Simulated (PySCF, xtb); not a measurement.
GeBrI, SMILES [Br][Ge][I] (connectivity only; charge and spin as stated), neutral, multiplicity 1.

Harmonic wavenumbers (cm⁻¹) from GFN2-xTB run with xtb 6.7.1 at its own minimum, in rising order: 86, 252, 267.

Problem. What does B3LYP-D3(BJ)/def2-SVP run with PySCF give at its own minimum? (Estimate from the structure and the level; the computed values follow.)

Solution. 85, 228, 280. Paired by order, the mean absolute difference is 12 cm⁻¹ and the zero-point energies are 0.9 and 0.8 kcal/mol.
